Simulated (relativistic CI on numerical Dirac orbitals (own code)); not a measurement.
# What each ingredient does to the levels of Pb24+

Base calculation: Dirac-Coulomb-Breit CI, KLI orbitals optimised for each configuration, model QED (radiative potential, 1s self-energy scaled to tabulated hydrogen-like ionisation energies), unscaled Slater integrals.

Configurations in the expansion (outside the closed core [Ar] 3d10): 4s²4p⁶4d¹⁰4f¹², 4s²4p⁶4d¹⁰4f¹¹5s, 4s²4p⁶4d¹⁰4f¹⁰5s², 4s²4p⁶4d¹⁰4f¹¹5p, 4s²4p⁶4d¹⁰4f¹⁰5s5p, 4s²4p⁶4d⁹4f¹³, 4s²4p⁶4d⁸4f¹⁴, 4s²4p⁵4d¹⁰4f¹³, 4s²4p⁶4d⁹4f¹²5s, 4s²4p⁶4d¹⁰4f¹¹5f, 4s²4p⁶4d¹⁰4f¹¹6s, 4s²4p⁶4d¹⁰4f¹¹6p, 4s4p⁶4d¹⁰4f¹³, 4s²4p⁴4d¹⁰4f¹⁴, 4s²4p⁵4d⁹4f¹⁴, 4p⁶4d¹⁰4f¹⁴. Levels of other configurations are missing.

Variants: (1) QED terms removed; (2) only the first configuration. Shifts of the energy above 4s²4p⁶4d¹⁰4f¹² ³H6, in cm⁻¹, for the lowest level and the first level of each name with at least 55 % of one term (blank where a level changes its place among those of its configuration and J or its character, or is not in the variant):

```tsv
Level	Base	Δ(1)	Δ(2)
4s²4p⁶4d¹⁰4f¹² ³H6	0	0	0
4s²4p⁶4d¹⁰4f¹² ³F4	10546	+9	+1459
4s²4p⁶4d¹⁰4f¹² ³H5	39138	-153	-8
4s²4p⁶4d¹⁰4f¹² ³F3	53281	-153	+1284
4s²4p⁶4d¹⁰4f¹² ³P0	91889	-42	+4971
4s²4p⁶4d¹⁰4f¹² ¹I6	98450	-144	+139
4s²4p⁶4d¹⁰4f¹² ³P1	106182	-153	+3561
4s²4p⁶4d¹⁰4f¹² ¹S0	200999	-264	+9847
4s²4p⁶4d¹⁰4f¹¹5s ⁵I°8	524515	-4360	
4s²4p⁶4d¹⁰4f¹¹5s ⁵F°3	597719	-4446	
4s²4p⁶4d¹⁰4f¹¹5s ³K°8	611882	-4485	
4s²4p⁶4d¹⁰4f¹¹5s ³P°0	632858	-4500	
4s²4p⁶4d¹⁰4f¹¹5s ³K°6	635470	-4530	
4s²4p⁶4d¹⁰4f¹¹5s ³P°1	636298	-4504
```

At this charge transitions that keep the count of f electrons are usually good to a few per cent. Terms inside the open d or f shell come out 10 to 20 % too wide with unscaled integrals. Levels that differ in their count of f electrons can be misplaced by several ten thousand cm⁻¹, since the correlation energy of f electrons is missing or only estimated; rates across such gaps can be off by orders of magnitude.

Ionisation energy from one configuration of each of the two ions, the ground ones as tabulated or assumed: base 767.339 eV. The NIST ASD value (theoretical) is 750 ± 40 eV.

LS names give the leading component of a level, which can be under half, so a name can repeat, a term be missing and a line seem to break the LS rules.
